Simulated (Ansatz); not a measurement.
A nudged elastic band was laid between two geometries of Cl2H2Sn + H2S (8 atoms, charge 0, multiplicity 1).

The calculation used Ansatz, RKS PBE0/def2-SVP.

| Item | Value |
| --- | --- |
| movable images | 9 |
| climbing image | from the first iteration |
| spring | 5.0 eV/Å² |
| optimiser | lbfgs |
| start path | through a guess of the saddle point |
| force threshold | 0.03 eV/Å |
| iteration limit | 60 |
| end points | relaxed |

First end point:

```xyz
8
Properties=species:S:1:pos:R:3
Sn -0.244 -0.342 -0.055
H -0.744 -0.311 1.566
Cl 2.098 -0.574 -0.144
Cl -0.775 1.684 -1.112
H -0.866 -1.574 -1.059
S 1.307 2.383 2.090
H 1.795 2.558 0.845
H 2.269 1.483 2.386
```

Last end point:

```xyz
8
Properties=species:S:1:pos:R:3
Sn 0.381 0.579 -0.497
H -0.103 -0.532 3.614
Cl 2.359 -0.166 -1.507
Cl -0.902 1.558 -2.194
H -0.492 -0.735 0.142
S 1.046 2.232 1.112
H 2.276 2.321 0.555
H 0.275 0.047 3.292
```

What changes between the two ends?

Bonds broken: Sn1–H2, S6–H8. Bonds formed: Sn1–S6, H2–H8. Cl2H2Sn + H2S becomes Cl2H2SSn + H2.

What energy profile does the band end with?

It did not converge within its limit. The highest image is number 5 of 0 to 10, 39.5 kcal/mol above the first end and 44.8 kcal/mol above the last; the last end lies 5.2 kcal/mol below the first. The band didn't meet its force threshold, so its energies are provisional: the largest band force was still 0.10 eV/Å, and over the last iterations the top stayed at 1.71 eV. The orbitals stay closed-shell, which can raise the energy where a bond breaks towards radicals; this wasn't checked here.

```csv
image,path coordinate (Å),energy (kcal/mol),Sn1–H2 (Å),S6–H8 (Å),Sn1–S6 (Å)
0,0.00,0.0,1.70,1.35,3.80
1,0.72,0.7,1.70,1.35,3.67
2,1.45,1.7,1.70,1.35,3.65
3,2.19,3.4,1.70,1.35,3.55
4,2.92,12.3,1.74,1.36,3.09
5,3.65,39.5,2.00,1.68,2.67
6,4.32,15.3,2.43,2.21,2.48
7,4.99,1.6,2.90,2.54,2.41
8,5.67,-3.5,3.38,2.75,2.40
9,6.36,-4.8,3.80,2.87,2.40
10,7.04,-5.2,4.29,3.18,2.40
```

Time of the run: 26 min on 2 threads of Arm Neoverse V1, with other jobs on the host, peak memory 0.25 GiB.
